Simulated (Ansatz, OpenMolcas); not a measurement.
How basis sets differ on C2H7NSi (SMILES C=C[SiH2]N)

C2H7NSi: 11 atoms, total charge 0, spin state singlet. As SMILES, `C=C[SiH2]N`. The shape is that of a PBE0-D4/def2-TZVP optimisation. This is one conformer, not always the lowest.

Quantity: the HOMO–LUMO gap, in eV. The values are calculated.

| level | kind | program | value (eV) | CPU time |
| --- | --- | --- | --- | --- |
| HF/ANO-R0 (sfX2C) | Hartree–Fock | OpenMolcas | 14.98 | 5.9 s |
| HF/STO-3G | Hartree–Fock | Ansatz | 16.72 | 0.27 s |
| HF/3-21G | Hartree–Fock | OpenMolcas | 14.45 | 3.5 s |
| HF/6-31G (RICD fitting) | Hartree–Fock | OpenMolcas | 14.36 | 3.1 s |
| HF/cc-pVDZ | Hartree–Fock | Ansatz | 14.12 | 3.3 s |

The values span 14.12 to 16.72 eV. A Hartree–Fock LUMO above zero doesn't converge with the basis: it sinks as sets grow more diffuse. Orbital gaps aren't excitation energies. Times are those of the runs behind each value, whatever else they computed, on shared processors of several kinds: orders of magnitude only.
